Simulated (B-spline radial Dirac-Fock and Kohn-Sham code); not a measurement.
## Compton profile of Xe⁵⁺

System: Xe⁵⁺ in the configuration 1s2 2s2 2p6 3s2 3p6 3d10 4s2 4p6 4d10 5s2 5p1.

These are calculated numbers from a B-spline atomic structure program; the model is the impulse approximation on relativistic Hartree-Fock (Dirac-Fock) wave functions, averaged over the configuration. pz is in atomic units of momentum; subshell profiles are per electron, for a selection of subshells; open shells are spread over both j values by their weights.

```
  pz    J total   J 2s1/2   J 5s1/2   J 5p3/2
0.43      5.893    0.0533     0.447     0.423
0.62      5.513    0.0532     0.304     0.376
 0.9      4.970    0.0530     0.141     0.261
 1.3      4.407    0.0524    0.0565     0.102
 1.9      3.763    0.0513    0.0488    0.0244
 2.7      2.811    0.0491    0.0218    0.0203
 3.9      1.761    0.0448   0.00450   0.00641
 5.6      1.144    0.0373   0.00351   0.00144
 8.1     0.7252    0.0256  0.000723   0.00106
  12     0.3645    0.0114  0.000314  0.000168
  17     0.1725   0.00331  0.000130  7.20e-05
  24    0.07366   0.00133  1.60e-05  4.81e-05
  35    0.02595   0.00118  8.99e-06  1.20e-05
  50   0.008782  0.000604  4.96e-06  1.78e-06
  73   0.002353  0.000168  1.34e-06    < 1e-6
 100  0.0006749  4.49e-05    < 1e-6    < 1e-6
```

**Question.** What is the peak value J(0), and which subshell contributes most to it?

**Answer.** J(0) = 6.350. The 5s1/2 subshell gives the largest part, 20 %.

Mean momentum ⟨p⟩ by subshell (a.u.): 1s1/2 50.3, 2s1/2 17.8, 2p1/2 23.8, 2p3/2 22.5, 3s1/2 8.73, 3p1/2 10.4, 3p3/2 10.0, 3d3/2 12.0, 3d5/2 11.8, 4s1/2 4.18, 4p1/2 4.62, 4p3/2 4.46, 4d3/2 4.65, 4d5/2 4.59, 5s1/2 1.75, 5p1/2 1.85, 5p3/2 1.80.
